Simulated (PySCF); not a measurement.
Molecule: SMILES [C@@H]1(C)OC(=O)[C@H]1C(F)(F)F, C5H5F3O2.

Cartesian coordinates in Å; atom numbers follow the order of the lines, from 1:
```xyz
15

C     1.935   -0.584    0.241
C     0.653   -0.259   -0.491
O     0.736    0.962   -1.270
C    -0.269    1.552   -0.600
O    -0.762    2.618   -0.728
C    -0.490    0.354    0.345
C    -1.831   -0.343    0.262
F    -2.216   -0.562   -1.001
F    -2.804    0.344    0.862
F    -1.784   -1.550    0.856
H     2.253    0.263    0.844
H     1.777   -1.447    0.882
H     2.717   -0.812   -0.477
H     0.338   -1.082   -1.139
H    -0.258    0.555    1.392
```

Frames of a GFN2-xTB Langevin trajectory at 400 K; GIAO PBE0/pcSseg-1 shieldings in PySCF, gas phase, non-relativistic; equivalent atoms averaged within each frame.

Referencing at the same level of theory: $^{13}$C (σ = 186.93 ppm) and $^{1}$H (σ = 31.72 ppm) against TMS; $^{17}$O (σ = 336.08 ppm) against H2O; $^{19}$F (σ = 170.95 ppm) vs CFCl3. The references are static minima.

Problem. How do the shifts (ppm) fluctuate along the trajectory?

Solution. 
```tsv
time (fs)	C4	C7	C2	C6	C1	O5	O3	F8/F9/F10	H14	H15
optimised geometry	163.7	132.5	70.1	66.2	22.1	441.0	305.0	-83.2	4.68	3.54
250	167.0	132.5	73.1	69.8	27.3	460.8	333.1	-78.6	4.92	4.33
425	165.4	134.0	73.6	75.6	21.5	457.3	347.9	-74.8	5.27	3.51
625	173.5	132.7	72.6	65.3	16.7	468.6	334.9	-79.5	5.15	3.32
800	170.2	128.4	72.6	72.5	22.3	470.5	338.7	-81.5	4.26	3.89
1000	167.6	124.7	81.2	64.7	25.4	448.4	301.9	-93.4	5.82	3.74
mean of frames	168.7	130.5	74.6	69.6	22.6	461.1	331.3	-81.6	5.09	3.76
standard deviation	3.2	3.8	3.7	4.6	4.1	9.0	17.4	7.1	0.57	0.39
```

5 frames give an uncertainty of the mean of about the standard deviation over 2.2 at best, since frames this close in time may not be independent; classical motion lacks zero-point vibration, and the reference would need the same averaging.
